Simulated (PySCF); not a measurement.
Isomers of C3H8F3NSi2.

All values: PBE0/pcSseg-1 (PySCF) at GFN2-xTB geometries, gas phase, one conformer each.

Question: Rank by the highest Hirshfeld charge on any atom, lowest value first.
A. `[CH3:1][Si@@:2]([NH2:3])([SiH3:4])[C:5]([F:6])=[C:7]([F:8])[F:9]` with C1–Si2–N3–H 178° and -39°, C1–Si2–C5–F6 126°
B. `[F:1][C:2]([F:3])=[C:4]([F:5])[CH2:6][SiH2:7][NH:8][SiH3:9]` with C2–C4–C6–Si7 -100°, C4–C6–Si7–N8 -62°, C6–Si7–N8–Si9 -176°
C. `[F:1][CH:2]([F:3])[C@@:4]1([F:5])[SiH2:6][C@H:7]1[NH:8][SiH3:9]` with F1–C2–C4–F5 -157°, Si6–C7–N8–Si9 -129°
D. `[F:1][C:2]([F:3])([F:4])[C@@H:5]1[CH2:6][SiH2:7][NH:8][SiH2:9]1` with C2–C5–C6–Si7 -160°, C5–C6–Si7–N8 27°, C6–Si7–N8–Si9 -7°, Si7–N8–Si9–C5 -10°

Answer: A (+0.334 e), C (+0.354 e), B (+0.374 e), D (+0.385 e).

Question: Rank by LUMO energy, highest first.
A. `[CH3:1][Si@@:2]([NH2:3])([SiH3:4])[C:5]([F:6])=[C:7]([F:8])[F:9]` with C1–Si2–N3–H 178° and -39°, C1–Si2–C5–F6 126°
B. `[F:1][C:2]([F:3])=[C:4]([F:5])[CH2:6][SiH2:7][NH:8][SiH3:9]` with C2–C4–C6–Si7 -100°, C4–C6–Si7–N8 -62°, C6–Si7–N8–Si9 -176°
C. `[F:1][C:2]([F:3])([F:4])[C@@H:5]1[CH2:6][SiH2:7][NH:8][SiH2:9]1` with C2–C5–C6–Si7 -160°, C5–C6–Si7–N8 27°, C6–Si7–N8–Si9 -7°, Si7–N8–Si9–C5 -10°
D. `[F:1][CH:2]([F:3])[C@@:4]1([F:5])[SiH2:6][C@H:7]1[NH:8][SiH3:9]` with F1–C2–C4–F5 -157°, Si6–C7–N8–Si9 -129°

Answer: C (0.14 eV), B (0.02 eV), A (-0.24 eV), D (-0.38 eV).

Question: Rank by the lowest IAO charge on any atom, highest value first.
A. `[F:1][CH:2]([F:3])[C@@:4]1([F:5])[SiH2:6][C@H:7]1[NH:8][SiH3:9]` with F1–C2–C4–F5 -157°, Si6–C7–N8–Si9 -129°
B. `[F:1][C:2]([F:3])([F:4])[C@@H:5]1[CH2:6][SiH2:7][NH:8][SiH2:9]1` with C2–C5–C6–Si7 -160°, C5–C6–Si7–N8 27°, C6–Si7–N8–Si9 -7°, Si7–N8–Si9–C5 -10°
C. `[CH3:1][Si@@:2]([NH2:3])([SiH3:4])[C:5]([F:6])=[C:7]([F:8])[F:9]` with C1–Si2–N3–H 178° and -39°, C1–Si2–C5–F6 126°

Answer: A (-0.652 e), C (-0.830 e), B (-0.941 e).

All values together:

| SMILES | μ (D) | HOMO (eV) | LUMO (eV) | lowest IAO charge (e) | highest IAO charge (e) | lowest Hirshfeld charge (e) | highest Hirshfeld charge (e) |
| --- | --- | --- | --- | --- | --- | --- | --- |
| FC(F)(F)[C@@H]1C[SiH2]N[SiH2]1 | 2.95 | -7.53 | 0.14 | -0.941 (N) | +0.900 (Si) | -0.332 (N) | +0.385 (Si) |
| C[Si@@](N)([SiH3])C(F)=C(F)F | 1.95 | -7.24 | -0.24 | -0.830 (N) | +0.907 (Si) | -0.314 (N) | +0.334 (Si) |
| FC(F)[C@@]1(F)[SiH2][C@H]1N[SiH3] | 1.87 | -6.22 | -0.38 | -0.652 (N) | +0.760 (Si) | -0.238 (N) | +0.354 (Si) |
| FC(F)=C(F)C[SiH2]N[SiH3] | 1.48 | -7.06 | 0.02 | -0.946 (N) | +0.911 (Si) | -0.333 (N) | +0.374 (Si) |

Conformers: `[F:1][C:2]([F:3])([F:4])[C@@H:5]1[CH2:6][SiH2:7][NH:8][SiH2:9]1` with C2–C5–C6–Si7 -160°, C5–C6–Si7–N8 27°, C6–Si7–N8–Si9 -7°, Si7–N8–Si9–C5 -10°; `[CH3:1][Si@@:2]([NH2:3])([SiH3:4])[C:5]([F:6])=[C:7]([F:8])[F:9]` with C1–Si2–N3–H 178° and -39°, C1–Si2–C5–F6 126°; `[F:1][CH:2]([F:3])[C@@:4]1([F:5])[SiH2:6][C@H:7]1[NH:8][SiH3:9]` with F1–C2–C4–F5 -157°, Si6–C7–N8–Si9 -129°; `[F:1][C:2]([F:3])=[C:4]([F:5])[CH2:6][SiH2:7][NH:8][SiH3:9]` with C2–C4–C6–Si7 -100°, C4–C6–Si7–N8 -62°, C6–Si7–N8–Si9 -176°.
